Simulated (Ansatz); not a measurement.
Cost and result up the ladder for Nb₃O₁₄H₁₃, a hydroxylated oxide cluster (30 atoms). The state is a singlet with charge 0. Geometry: r2SCAN-D4/def2-SVP.

```xyz
30

Nb   -0.1026   -0.3847   -2.3921
Nb   -0.8735   -1.0154    1.5003
Nb    1.5009    1.1711    1.0230
O    -1.3045   -0.7823   -0.5536
O    -2.7095   -0.5146    1.8332
O    -0.6666    1.1607    1.2871
O    -1.0803   -2.8738    1.4244
O     1.1049   -1.5626   -1.5372
O     0.8307    1.0413   -1.0212
O    -1.1347   -1.7506   -3.2380
O    -0.3642   -0.7250    3.3697
O     3.2914    1.0605    0.4575
O     1.5917    1.0538    2.8871
O     0.9439   -0.7492    0.9786
O     1.2369    3.0642    0.8099
O     1.0692    0.1123   -3.8061
O    -1.3609    1.0305   -2.6392
H    -2.2392   -0.9088   -0.7732
H    -2.9947    0.4038    1.9271
H    -1.0419    1.3628    0.4167
H    -1.1849   -3.7486    1.0421
H     1.2954   -1.5093   -0.5726
H     0.8035    1.9354   -1.3957
H    -0.9397   -2.6948   -3.1851
H    -1.0361   -0.5876    4.0512
H     3.8270    1.0406   -0.3428
H     0.9903    0.4323    3.3722
H     0.4803    3.5161    1.2070
H     1.9431   -0.2625   -3.9730
H    -1.8759    1.6847   -2.1572
```

Ansatz on 2 threads of AMD EPYC 7R13 on a shared host and a share (18 GiB) of an NVIDIA H100 80GB HBM3. Times are rough, and most runs start from the orbitals of an earlier one. r2SCAN0-D4/def2-TZVP serves as the yardstick here, not as an exact answer. Differences are given only for rows in sets of like size (and for xTB, whose basis is part of the method), since another set adds its own error. Binding counts from free atoms at the same level (Nb sextet, O triplet, H doublet; other spins of the atoms weren't run), without zero-point energy or a counterpoise term.

In the def2 sets Nb takes a core potential, while STO-3G treats all electrons; there is no spin–orbit coupling. B3LYP takes the VWN-RPA correlation. Correlated methods freeze 14 core orbitals; core or outer-core shells of Nb are correlated, in sets that lack core-valence functions. The rows differ in basis, and correlated rows in double-zeta sets carry the largest basis error. Single mean-field runs in def2-TZVP are fitted with def2-universal-jkfit.

Correlated methods converge slowly with the basis, most of all in double-zeta sets.

```
                          level  functions  binding energy per atom (eV)  difference from r2SCAN0-D4/def2-TZVP (eV)
             B3LYP-D4/def2-TZVP        632                          4.45                                       0.18
              BLYP-D4/def2-TZVP        632                          4.57                                       0.30
                   MP2/def2-SVP        354                          4.39                                          –
               PBE0-D4/def2-SVP        354                          4.43                                          –
                      HF/STO-3G        164                          3.02                                          –
 PBE-D4/def2-TZVP (with forces)        632                          4.61                                       0.34
PBE0-D4/def2-TZVP (with forces)        632                          4.37                                       0.10
                PBE-D4/def2-SVP        354                          4.69                                          –
            r2SCAN-D4/def2-TZVP        632                          4.48                                       0.21
           r2SCAN0-D4/def2-TZVP        632                          4.27                                       0.00
```

Question: Estimate how long each takes.

Answer: B3LYP-D4/def2-TZVP 16 s; BLYP-D4/def2-TZVP 18 s; HF/STO-3G 18 s; PBE-D4/def2-SVP 20 s; r2SCAN0-D4/def2-TZVP 20 s; MP2/def2-SVP 20 s; PBE-D4/def2-TZVP (with forces) 22 s; r2SCAN-D4/def2-TZVP 23 s; PBE0-D4/def2-SVP 23 s; PBE0-D4/def2-TZVP (with forces) 24 s. On shared hardware such times vary by a factor of up to 3.
